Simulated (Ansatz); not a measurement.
The input (input.yaml):

```yaml
crystal:
  periodic: [false, false, false]
  atoms:
    - { symbol: B, position_ang: [-0.085588, -1.204704, 0.28566] }
    - { symbol: O, position_ang: [-1.256102, 1.320625, 0.067906] }
    - { symbol: F, position_ang: [-0.84154, -1.574997, -0.752073] }
    - { symbol: F, position_ang: [-0.488438, -1.561708, 1.499813] }
    - { symbol: H, position_ang: [-0.340986, 1.362783, -0.26707] }
    - { symbol: As, position_ang: [1.784804, -0.448066, -0.01189] }
    - { symbol: H, position_ang: [-1.746094, 0.988896, -0.70866] }
    - { symbol: H, position_ang: [1.61692, 0.642974, 1.053323] }
    - { symbol: H, position_ang: [1.356825, 0.474197, -1.167109] }
basis:
  gaussian: { orbitals: def2-SVP }
hamiltonian:
  xc: pbe
  dispersion: d4
relax:
  f_tol: 0.03
  max_steps: 50
output:
  orbitals: {}
```

Run as:

```bash
$ ansatz run input.yaml --threads 2 --pin off --max-ram 3072MiB --backend cpu --events-out ev --progress --plain --runs-dir out
```

Hardware: 2 threads of Arm Neoverse V2, on a shared host.

Q: Roughly how long does this run take, and how much memory?

A: 19 s, with a peak of 0.15 GiB, for 10 ionic steps.
